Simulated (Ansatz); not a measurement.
Basis-set extrapolation for CH8BNSi, SMILES `C[SiH2]BN` (PBE0-D4/def2-TZVP geometry, frozen core, Ansatz 0.2.0). Multiplicity 1, RHF reference.

```
                      def2-TZVPP   def2-QZVPP
                 HF  -410.690715  -410.705622
    MP2 correlation    -0.624608    -0.666609
CCSD(T) correlation    -0.702663      not run
```

Energies in hartree. Use E(X) = E(∞) + A·exp(−7.88·√X) for Hartree–Fock and E(X) = E(∞) + B·X^(−2.97) for correlation, with X = 3 and 4, and add CCSD(T) minus MP2 of the smaller set to the MP2 limit.

Q: What is the CCSD(T) energy at the basis-set limit?

A: HF limit: -410.705622 + (-0.014907) × 0.13774 = -410.70768. MP2 limit: -0.666609 + (-0.042001) × 0.74074 = -0.69772. Higher-order term: -0.702663 − (-0.624608) = -0.07805. Total: -411.48345 hartree, 2.45 eV below CCSD(T)/def2-TZVPP.
